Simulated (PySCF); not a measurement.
Species: C₆H₉F₂NO.
Numbering: `[O:1]=[C:2]1[CH2:3][C@H:4]([CH:5]([F:6])[F:7])[CH2:8][CH2:9][NH:10]1` (hydrogens: H11, H12 on C3; H13 on C4; H14 on C5; H15, H16 on C8; H17, H18 on C9; H19 on N10)

The same species was optimised twice, with GFN2-xTB and with PBE0-D3(BJ)/def2-SVP (PySCF), and the same property calculations (PySCF, gas phase) were run on both structures.

| coordinate | GFN2-xTB | PBE0-D3(BJ)/def2-SVP | change |
| --- | --- | --- | --- |
| C2–N10 (Å) | 1.351 | 1.365 | +0.014 |
| C4–C5 (Å) | 1.528 | 1.515 | -0.013 |
| C8–C9 (Å) | 1.525 | 1.519 | -0.006 |
| C4–C8 (Å) | 1.528 | 1.525 | -0.003 |
| C5–F6 (Å) | 1.357 | 1.355 | -0.002 |
| C5–F7 (Å) | 1.354 | 1.353 | -0.001 |
| C3–C4 (Å) | 1.526 | 1.525 | -0.001 |
| O1=C2 (Å) | 1.213 | 1.214 | +0.001 |
| C2–C3 (Å) | 1.520 | 1.519 | -0.001 |
| C9–N10 (Å) | 1.446 | 1.446 | 0.000 |
| F6–C5–F7 (°) | 106.0 | 107.7 | +1.7 |
| C4–C5–F6 (°) | 111.2 | 110.1 | -1.1 |
| C2–C3–C4 (°) | 113.8 | 114.8 | +1.0 |
| C3–C4–C5 (°) | 109.6 | 110.6 | +1.0 |
| C4–C8–C9 (°) | 110.5 | 111.3 | +0.8 |
| O1–C2–N10 (°) | 121.0 | 121.6 | +0.6 |
| C2–N10–C9 (°) | 128.5 | 128.2 | -0.3 |
| C4–C5–F7 (°) | 110.1 | 109.8 | -0.3 |
| C3–C4–C5–F6 (°) | -171 | -175 | -4 |

Rotational constants: A = 2029, B = 1043, C = 828.9 MHz (GFN2-xTB) against A = 2044, B = 1036, C = 814.9 MHz (PBE0-D3(BJ)/def2-SVP). Point groups within 0.08 Å: C1 and C1.

On the GFN2-xTB structure: HOMO (eV) -7.33 [PBE0/pcSseg-1]; LUMO (eV) 0.53 [PBE0/pcSseg-1]; dipole (D) 3.88 [PBE0/pcSseg-1]; GIAO shielding of O1 (ppm) -95.8 [PBE0/pcSseg-1]; GIAO shielding of C2 (ppm) 19.6 [PBE0/pcSseg-1]; GIAO shielding of C3 (ppm) 152.4 [PBE0/pcSseg-1]; GIAO shielding of C4 (ppm) 146.3 [PBE0/pcSseg-1]; GIAO shielding of C5 (ppm) 63.6 [PBE0/pcSseg-1]; GIAO shielding of F6 (ppm) 317.2 [PBE0/pcSseg-1]; GIAO shielding of F7 (ppm) 318.1 [PBE0/pcSseg-1]; GIAO shielding of C8 (ppm) 161.2 [PBE0/pcSseg-1].

Problem. What do these properties become on the PBE0-D3(BJ)/def2-SVP structure?

Solution. 
```csv
property,level,on GFN2-xTB,on PBE0-D3(BJ)/def2-SVP,change
HOMO (eV),PBE0/pcSseg-1,-7.33,-7.36,-0.03
LUMO (eV),PBE0/pcSseg-1,0.53,0.48,-0.05
dipole (D),PBE0/pcSseg-1,3.88,3.87,-0.01
"energy, GFN2-xTB geometry as zero (kcal/mol)",PBE0/pcSseg-1,0.0,-0.5,-0.5
GIAO shielding of O1 (ppm),PBE0/pcSseg-1,-95.8,-98.0,-2.2
GIAO shielding of C2 (ppm),PBE0/pcSseg-1,19.6,18.1,-1.5
GIAO shielding of C3 (ppm),PBE0/pcSseg-1,152.4,151.5,-0.9
GIAO shielding of C4 (ppm),PBE0/pcSseg-1,146.3,146.5,+0.2
GIAO shielding of C5 (ppm),PBE0/pcSseg-1,63.6,65.0,+1.4
GIAO shielding of F6 (ppm),PBE0/pcSseg-1,317.2,318.2,+1.0
GIAO shielding of F7 (ppm),PBE0/pcSseg-1,318.1,320.3,+2.2
GIAO shielding of C8 (ppm),PBE0/pcSseg-1,161.2,160.3,-0.9
```

The heavy atoms differ by 0.052 Å rms after alignment. Among bonds between heavy atoms C2–N10 and C4–C5 change most and about equally (-0.013 to +0.014 Å). Changes are differences of the printed values. Neither structure is proved a minimum here.
